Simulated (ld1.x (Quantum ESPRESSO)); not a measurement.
## What one change does to a pseudopotential (C (Z = 6), TM)

ld1.x (Quantum ESPRESSO) 7.5 input, shortened:

```
&input
   title='C', zed=6., rel=1, dft='PBE', iswitch=3,
   config='[He] 2s1.5 2p2.5'
 /
 &inputp
   pseudotype=2, tm=.true., lloc=0,
   nlcc=.true., rcore=0.75
 /
2
2P  2  1   2.50   0.00  1.85  1.85  0.0
2S  1  0   1.50   0.00  1.00  1.00  0.0
 &test
   configts(1)='2s1.5 2p2.5'
 /
```

All-electron outer shells of the reference configuration (PBE, scalar-relativistic, ld1.x):

```tsv
shell	level (eV)	outermost node (bohr)	outermost maximum (bohr)
1s	-273.88	–	0.17
2s	-13.98	0.38	1.22
2p	-5.51	–	1.20
```

Change: wave 2s (bound): rc 1.00 bohr becomes 2s (bound): rc 1.44 bohr.

Cutoffs: the cutoffs (Ry, on a coarse ladder) from which the occupation-weighted sum of valence levels, in a spherical-Bessel basis at the reference potential, stays within 10 and 1 mRy of its value at 400 Ry; they do not see the model core or the augmentation charge, which bear on the density cutoff. Errors are all-electron minus pseudo energies relative to the spin-unpolarised reference configuration.

Predict the effect on cutoff, ghosts and configuration errors.

The potential gets softer (35 Ry and 90 Ry → 35 Ry and 60 Ry); of the 7 tests that both files solve, the error grows in 5 and shrinks in 0 by more than 15 % and 0.3 meV (median size 8.0 → 10.6 meV); neither file shows a bound ghost. A larger radius leaves more room for a smooth pseudo-wave, so fewer plane waves are needed. More of the atom is replaced by a form fitted at one configuration, so other configurations suffer.

| quantity | base | changed |
| --- | --- | --- |
| cutoff, loose | 35 Ry | 35 Ry |
| cutoff, tight | 90 Ry | 60 Ry |
| loose cutoff by channel (10 mRy a level) | p 30 Ry, s 30 Ry | p 30 Ry, s 21 Ry |
| bound ghosts | none | none |
| error for 2s2 2p2, meV [ΔE -4.24 eV] | +0.3 | +0.7 |
| error for 2s2 2p1, meV [ΔE 6.63 eV] | +33 | +42 |
| error for 2s2 2p0, meV [ΔE 30.78 eV] | +243 | +296 |
| error for 2s1 2p2, meV [ΔE 15.38 eV] | -6.9 | -6.0 |
| error for 2s1 2p3, meV [ΔE 4.24 eV] | +0.4 | +0.8 |
| error for 2s1 2p0, meV [ΔE 78.98 eV] | +524 | +580 |
| error for 2s2 2p1.5, meV [ΔE -0.27 eV] | +8.0 | +11 |
| s: phases at 1.99 bohr within 0.05 rad from the reference energy up to (Ry; the scan ends near 5) | 3.7 | 3.0 |
| p: phases at 1.99 bohr within 0.05 rad from the reference energy up to (Ry; the scan ends near 5) | 2.8 | 3.0 |
